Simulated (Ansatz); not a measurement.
A CCSD(T) single point on `CO[SiH](Cl)N(C)[SiH](OC)OC`.

```yaml
crystal:
  periodic: [false, false, false]
  atoms:
    - {symbol: C, position_ang: [-1.844575, -1.229933, -2.463535]}
    - {symbol: O, position_ang: [-2.526823, -1.502051, -1.258888]}
    - {symbol: Si, position_ang: [-1.733578, -1.665026, 0.158961]}
    - {symbol: Cl, position_ang: [-3.231778, -2.005844, 1.511264]}
    - {symbol: N, position_ang: [-0.828860, -0.277873, 0.578782]}
    - {symbol: C, position_ang: [-1.545403, 1.000986, 0.669897]}
    - {symbol: Si, position_ang: [0.863969, -0.363924, 0.863131]}
    - {symbol: O, position_ang: [1.183498, 0.874787, 1.883899]}
    - {symbol: C, position_ang: [2.483825, 1.207570, 2.313911]}
    - {symbol: O, position_ang: [1.776849, -0.233036, -0.491727]}
    - {symbol: C, position_ang: [1.672031, 0.837026, -1.400877]}
    - {symbol: H, position_ang: [-1.502644, -0.190094, -2.497255]}
    - {symbol: H, position_ang: [-0.976443, -1.885024, -2.600310]}
    - {symbol: H, position_ang: [-2.537034, -1.395940, -3.289895]}
    - {symbol: H, position_ang: [-0.809010, -2.817422, 0.140100]}
    - {symbol: H, position_ang: [-1.741006, 1.427456, -0.319050]}
    - {symbol: H, position_ang: [-2.505363, 0.867357, 1.175014]}
    - {symbol: H, position_ang: [-0.962855, 1.717887, 1.247637]}
    - {symbol: H, position_ang: [1.247821, -1.677356, 1.413934]}
    - {symbol: H, position_ang: [2.440070, 2.171782, 2.823108]}
    - {symbol: H, position_ang: [3.181359, 1.285650, 1.473202]}
    - {symbol: H, position_ang: [2.869742, 0.461492, 3.016438]}
    - {symbol: H, position_ang: [0.671683, 0.886495, -1.845464]}
    - {symbol: H, position_ang: [1.883304, 1.799096, -0.920831]}
    - {symbol: H, position_ang: [2.397819, 0.682041, -2.200946]}
basis:
  gaussian: {orbitals: def2-SVP}
correlation: {method: ccsd_t}
```

```sh
$ ansatz run in.yaml --threads 6 --pin off --events-out ev --progress --plain --backend cuda
```

Log, shortened:

```
Functional definition: HF
2322 factors; integrals over basis functions are off by at most 1.6e-3 eV
mean field evaluation 1: about -40146.3187 eV, gradient 5.2e1 eV
mean field evaluation 2: about -40146.3286 eV, gradient 5.2e1 eV
mean field evaluation 4: about -40152.5552 eV, gradient 5.6e0 eV
mean field evaluation 8: about -40152.6366 eV, gradient 1.9e-4 eV
mean field -40152.63661125 eV, -1475.5821790288 hartree, gradient 2.4e-6 eV, S^2 0.000000; 0 other end points of the search recorded, 0 dependent functions left out
23 core orbitals not correlated: weight in the atoms' cores, before any rotation towards them, 1.000 or more for the frozen orbitals, at most 0.000 for the correlated occupied ones
reference -40152.63661125 eV, -1475.5821790288 hartree; 34, 34 occupied and 179, 179 virtual orbitals, 2322 factors
second order -43.56831559 eV of doubles, -0.00000000 eV of singles
cycle   1  -45.13863378 eV  change    -1.6e0 eV  update   1.4e-1
cycle   2  -46.25130738 eV  change    -1.1e0 eV  update   4.0e-2
cycle   3  -46.50105368 eV  change   -2.5e-1 eV  update   2.0e-2
cycle   4  -46.49241100 eV  change    8.6e-3 eV  update   4.1e-3
cycle   5  -46.49200945 eV  change    4.0e-4 eV  update   1.7e-3
cycle   6  -46.49258477 eV  change   -5.8e-4 eV  update   5.2e-4
cycle   7  -46.49224953 eV  change    3.4e-4 eV  update   1.9e-4
cycle   8  -46.49215553 eV  change    9.4e-5 eV  update   5.7e-5
cycle   9  -46.49216487 eV  change   -9.3e-6 eV  update   2.0e-5
perturbative correction -1.21454136 eV, -0.0446335718 hartree
Total energy: -40200.34331748 eV, -1477.3353681461 hartree
```

Run time 21 s (6 threads of an AMD EPYC 7R13 on a shared host and a share of an NVIDIA H100 80 GB); peak host memory 1.1 GiB.

Correlation energy per correlated electron: -0.702 eV. T1 diagnostic: 0.0108.
